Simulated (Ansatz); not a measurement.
A nudged elastic band was laid between two geometries of H$_{4}$OSn (6 atoms, charge 0, multiplicity 1).

These are results of RKS B3LYP-D4/def2-TZVP in Ansatz 0.2.0, not measurements.

```
movable images  : 5
climbing image  : yes
spring          : 5.0 eV/Å²
optimiser       : quadratic models (default)
start path      : through a guess of the saddle point
force threshold : 0.05 eV/Å
iteration limit : 60
end points      : relaxed
```

Image 0:

```xyz
6
Properties=species:S:1:pos:R:3
Sn 0.220 0.066 0.241
H 0.222 0.136 1.955
H 1.787 -0.295 -0.355
H -0.452 1.455 -0.475
O -1.026 -1.369 -0.333
H -0.813 -2.238 0.019
```

Image 6:

```xyz
6
Properties=species:S:1:pos:R:3
Sn -1.090 0.148 0.457
H 1.737 0.077 1.452
H 1.839 0.298 0.745
H -0.257 1.075 -0.818
O -0.952 -1.540 -0.614
H -1.339 -2.302 -0.171
```

(1) Which bonds break or form, and what moves?

(2) Give the energies along the band, and the barrier.

(3) What is the geometry of the highest image?

Results:

(1) Bonds broken: Sn1–H2, Sn1–H3. Bonds formed: H2–H3. H4OSn becomes H2 + H2OSn.

(2) The run converged. The highest image is number 3 of 0 to 6, 221.7 kJ/mol above the first end and 210.3 kJ/mol above the last; the last end lies 11.4 kJ/mol above the first. Neighbouring images differ by up to 1.5 eV, so the band resolves the path poorly. A vibrational analysis at the climbing image gives one clearly imaginary mode, 1290i cm⁻¹: a first-order saddle point. The orbitals stay closed-shell, which can raise the energy where a bond breaks towards radicals; this wasn't checked here.

```
image  path coordinate (Å)  energy (kJ/mol)  Sn1–H2 (Å)  Sn1–H3 (Å)  H2–H3 (Å)
    0                 0.00              0.0        1.71        1.71       2.82
    1                 0.63              4.1        1.71        1.70       2.71
    2                 1.25             89.5        1.68        1.71       2.09
    3                 1.88            221.7        1.72        1.94       1.47
    4                 2.41             74.9        1.97        2.17       0.87
    5                 2.94             13.7        2.59        2.65       0.75
    6                 3.47             11.4        3.00        2.95       0.75
```

(3) 
```xyz
6
Properties=species:S:1:pos:R:3:forces:R:3
Sn -0.325 0.098 0.490 0.02 -0.02 0.04
H 1.031 -0.054 1.532 -0.02 0.00 0.01
H 1.586 0.075 0.179 0.00 0.00 -0.02
H -0.348 1.375 -0.630 0.01 0.03 -0.02
O -0.751 -1.560 -0.529 0.00 -0.01 -0.01
H -1.255 -2.179 0.008 -0.01 -0.01 0.01
```

Time of the run: 60 s on 2 threads of Arm Neoverse V2, on a shared host, peak memory 0.17 GiB.
